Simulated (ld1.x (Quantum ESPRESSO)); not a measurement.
Before and after: ultrasoft potential for Ti (Z = 22)

```json
{"Element": "titanium (Ti)", "Generator": "ld1.x (Quantum ESPRESSO) 7.5", "Type": "ultrasoft", "Functional": "PBE", "Relativity": "scalar-relativistic", "Frozen core": "[Ne] 3s2", "Valence charge": "10", "Reference configuration": "3p6 3d2 4s1.75 4p0.25", "Partial waves": "4s (bound): rcut 2.65, rcutus 2.95 bohr; 4s channel at 4.2 Ry: rcut 2.65, rcutus 2.95 bohr; 3p (bound): rcut 1.50, rcutus 1.70 bohr; 4p (bound): rcut 1.50, rcutus 1.70 bohr; 3d (bound): rcut 2.20, rcutus 2.45 bohr; 3d channel at 0.1 Ry: rcut 2.20, rcutus 2.45 bohr", "Local potential": "all-electron potential smoothed inside 2.40 bohr (lloc = -2)", "Core correction": "Bessel-smoothed model core, default radius (core density twice the valence density)", "Augmentation charge": "PSQ, radius 1.40 bohr"}
```

Change: waves 3p (bound): rcut 1.50, rcutus 2.12 bohr; 4p (bound): rcut 1.50, rcutus 2.12 bohr.

Cutoffs: the cutoffs (Ry, on a coarse ladder) from which the occupation-weighted sum of valence levels, in a spherical-Bessel basis at the reference potential, stays within 10 and 1 mRy of its value at 400 Ry; they do not see the model core or the augmentation charge, which bear on the density cutoff. Errors are all-electron minus pseudo energies relative to the spin-unpolarised reference configuration.

**Question.** Predict the effect on cutoff, ghosts and configuration errors.

**Answer.** The potential gets softer (30 Ry and 50 Ry → 21 Ry and 30 Ry); the number of tests that count goes from 7 to 5 (the test run of the changed file stopped, so its transferability is not established); of the 5 tests that both files solve, the error grows in 3 and shrinks in 1 by more than 15 % and 0.3 meV (median size 0.3 → 0.8 meV); neither file shows a bound ghost at the reference potential, the only one tested. A larger radius leaves more room for a smooth pseudo-wave, so fewer plane waves are needed.

| quantity | base | changed |
| --- | --- | --- |
| cutoff, loose | 30 Ry | 21 Ry |
| cutoff, tight | 50 Ry | 30 Ry |
| loose cutoff by channel (10 mRy a level) | s 6 Ry, p 30 Ry, d 15 Ry | s 6 Ry, p 25 Ry, d 15 Ry |
| bound ghosts | none | none |
| tests counted (converged, no solver errors) | 7 of 7 | 5 of 7 (the test run stopped) |
| error for 3p6 3d2 4s2 4p0, meV [ΔE -0.75 eV] | -0.3 | -0.6 |
| error for 3p6 3d2 4s1 4p0, meV [ΔE 6.59 eV] | +0.3 | -0.7 |
| error for 3p6 3d2 4s0 4p0, meV [ΔE 20.16 eV] | -2.1 | -5.2 |
| error for 3p6 3d2.5 4s1.5 4p0, meV [ΔE -0.40 eV] | -2.8 | -1.7 |
| error for 3p6 3d2 4s1.5 4p0, meV [ΔE 2.18 eV] | -0.2 | -0.8 |
| s: phases at 3.21 bohr within 0.05 rad from the reference energy up to (Ry; the scan ends near 5) | n/a | n/a |
| p: phases at 3.21 bohr within 0.05 rad from the reference energy up to (Ry; the scan ends near 5) | 3.6 | 3.8 |
| d: phases at 3.21 bohr within 0.05 rad from the reference energy up to (Ry; the scan ends near 5) | 4.1 | 4.1 |
| lowest overlap eigenvalue by channel | s 0.07, p 0.16, d 1.00 | s 0.07, p 0.08, d 1.00 |

Changed file: Tests not counted: 3p6 3d1 4s2 4p0 (solver errors, printed error -683 eV).
